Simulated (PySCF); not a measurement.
# Trend along the halogens: MTm molecules

MP2 with double-zeta basis sets in PySCF, for the lowest determinant that a PBE0 search found; no spin–orbit coupling. De refers to high-spin ground-configuration atoms.

```
 M       basis  reference, frozen orbitals   state (unpaired electrons)  Re (Å)  ωe (cm⁻¹)  De (eV)
 F  x2c-SVPall                     UHF, 19  triplet (f population 12.7)   1.967        595      n/a
Cl  x2c-SVPall                     UHF, 23  triplet (f population 12.9)   2.453        319      n/a
Br  x2c-SVPall                     UHF, 27  triplet (f population 12.9)   2.622        211      n/a
```

The shortest bond is that of TmF (1.967 Å), the longest that of TmBr (2.622 Å).

The state changes along the series, so neighbouring rows are not always alike in their bonding.

Correlated steps freeze the inner cores (19 to 27 orbitals); shallow outer-core shells are correlated. These are scalar-relativistic numbers at best; spin–orbit coupling would shift them, the dissociation energy most. With d or f electrons several states lie close, and the lowest PBE0 determinant need not be the measured ground state.
